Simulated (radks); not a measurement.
The numbers below are computed, except where a source is named.
Valence configurations of neutral gallium (all share [Ar]). Code: a radial shooting solver on a logarithmic mesh with Libxc functionals. Model: non-relativistic Kohn-Sham, r2SCAN, spin-polarised, spherical densities, point nucleus; open shells are filled with parallel spins first; meta-GGA in the generalised Kohn-Sham scheme. Energies are relative to 3d10 4s2 4p1; eigenvalues in eV for spin up.

valence           E (eV)  moment (Bohr magnetons)    e(3d)   e(4p)    e(4s)
3d10 4s2 4p1       0.000                        1  -20.278  -2.998   -9.376
3d10 4s1.5 4p1.5   2.447                        2  -21.034  -3.659  -10.291
3d10 4s1 4p2       4.218                        3  -21.622  -4.161  -11.005
3d9.5 4s2 4p1.5    9.388                        2  -25.116  -3.867  -10.825
3d10 4p3          11.081                        3  -23.328  -4.827        -
3d9 4s2 4p2       20.362                        3  -30.086  -4.695  -12.205
3d9 4s1.5 4p2.5   22.730                        4  -30.664  -5.230  -12.948
3d9 4s1 4p3       24.405                        5  -31.121  -5.633  -13.516
3d8.5 4s2 4p2.5   32.969                        4  -35.196  -5.495  -13.532
3d8 4s2 4p3       47.252                        5  -40.448  -6.278  -14.817

NIST lists [Ar] 3d10 4s2 4p1 as the ground configuration; this level of theory agrees among the configurations tried. The energies are those of spherical high-spin densities, not of single terms.
